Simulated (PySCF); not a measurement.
**C₃H₁₃OPSi₂: full NMR table**

| Item | Value |
| --- | --- |
| Formula | C3H13OPSi2 |
| SMILES | CC(C)[Si@@H](P)O[SiH3] |
| Point group of the computed structure | C1 |
| Carbon signals | 3 |
| Proton signals | 6 |

Bonds (- single, = double, # triple, : aromatic): C1-C2, C2-C3, C2-Si4, Si4-P5, Si4-O6, O6-Si7. C1 carries H8, H9, H10; C2 carries H11; C3 carries H12, H13, H14; Si4 carries H15; P5 carries H16, H17; Si7 carries H18, H19, H20. Stereochemistry as in CC(C)[Si@@H](P)O[SiH3].

PySCF 2.14.0 with density-fitted response routines calculation with PBE0-D3(BJ)/def2-SVP structure and shieldings: GIAO HF/pcSseg-1; no solvent model, one computed conformer, one averaged value for each set of equivalent atoms, non-relativistic Hamiltonian.

Referencing at the same level of theory: TMS for 1H (31.69 ppm) and 13C (190.85 ppm) and 29Si (393.43 ppm); H3PO4 for 31P (356.22 ppm); 17O (333.31 ppm) against H2O.

| carbon | δC, type | δH (multiplicity) | HMBC from (2–3 bonds) | span of the C tensor (ppm) |
| --- | --- | --- | --- | --- |
| C1 | 16.2, CH3 | 0.99 (d) | H15, H12/H13/H14, H11 | 24 |
| C2 | 11.4, CH | 0.68 (m) | H15, H16/H17, H8/H9/H10, H12/H13/H14 | 15 |
| C3 | 15.5, CH3 | 0.88 (d) | H15, H8/H9/H10, H11 | 24 |

Other nuclei:
```csv
atoms,nucleus,environment,δ (ppm),σ (ppm)
H15,1H,"hydrogen on a silicon bonded to C, O, P",4.64,27.05
H18/H19/H20,1H,hydrogen on a silicon bonded to O,4.46,27.22
H16/H17,1H,hydrogen on a phosphorus bonded to Si,1.55,30.14
P5,31P,"phosphorus bonded to Si, 2 H",-260.7,616.9
Si4,29Si,"silicon bonded to C, O, P, H",8.7,384.7
Si7,29Si,"silicon bonded to O, 3 H",-47.1,440.5
O6,17O,oxygen bonded to 2 Si,13.8,319.5
```

- δC 16.2, 15.5: methyl carbon; aliphatic region, no heteroatom directly attached.
- δC 11.4: sp3 CH bonded to Si; an electropositive neighbour leaves it electron-rich and shielded.
- δH 4.64: hydrogen on a silicon bonded to C, O, P.
- δH 1.55: hydrogen on a phosphorus bonded to Si.
- δH 0.68: hydrogen on an sp3 CH bonded to Si; an electropositive neighbour shields it, as in TMS itself.

Splittings by 31P in the carbon and heteronuclear signals aren't shown, as no couplings were computed. Shifts are as computed. Against solution values, carbons near 30 ppm lie about -0 ppm off and those near 130 ppm about +7 ppm. Of 1211 compounds with measured shifts, 218 miss one by over three times the rms of a fit or turn the order of signals round; such compounds aren't used in these exercises. Experimental scales use liquid or dissolved standards, which lie at an offset from isolated H2O (liquid H2O: subtract about 36 ppm) and H3PO4. No couplings were computed; multiplicities are counted from neighbouring protons, with m where these are inequivalent, close in shift, in a saturated or five-membered ring or joined by F or P, and br s for small geminal =CH2 splittings.
